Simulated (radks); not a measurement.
Results of a calculation; reference values are marked as such.
Task: All-electron atom: the thulium ion Tm7+ in [Kr] 4d9 4f10 5s2 5p5 (not the ground configuration). Code: a radial shooting solver on a logarithmic mesh with Libxc functionals. Model: non-relativistic Kohn-Sham, PBE, spin-polarised, spherical densities, point nucleus; open shells are filled with parallel spins first (spin-orbit coupling, left out, can overturn this in heavy ions); relativity is left out, which matters for an element this heavy. Some entries of the table are withheld. Estimate them.

orbital,occ.,eigenvalue (eV),<r> (bohr),<1/r> (bohr^-1)
1s up,1,-55214.69,0.02197,68.46
1s down,1,-55214.58,0.02197,68.46
2s up,1,-9043.268,0.09314,15.99
2s down,1,-9042.411,0.09314,15.99
2p up,3,-8643.940,0.07888,16.02
2p down,3,-8643.261,0.07888,16.02
3s up,1,-2122.929,0.2384,6.093
3s down,1,-2119.823,0.2382,6.099
3p up,3,-1941.406,0.2282,6.039
3p down,3,-1938.517,0.2280,6.044
3d up,5,-1603.316,0.2012,5.951
3d down,5,-1600.941,0.2010,5.955
4s up,1,-512.0204,0.5310,2.633
4s down,1,-506.2175,0.5315,2.629
4p up,3,-438.2579,0.5399,2.543
4p down,3,-432.4868,0.5406,2.538
4d up,5,-305.1196,(1),2.351
4d down,4,-299.4018,(2),2.345
5s up,1,-147.9795,1.187,1.114
5s down,1,-145.1691,1.196,1.103
4f up,7,-135.0902,0.6293,1.962
4f down,3,-129.6421,0.6359,1.948
5p up,3,-124.5622,1.273,1.030
5p down,2,-122.0344,1.285,1.019

Result: 
(1) 4d up <r> (bohr): 0.5604
(2) 4d down <r> (bohr): 0.5617
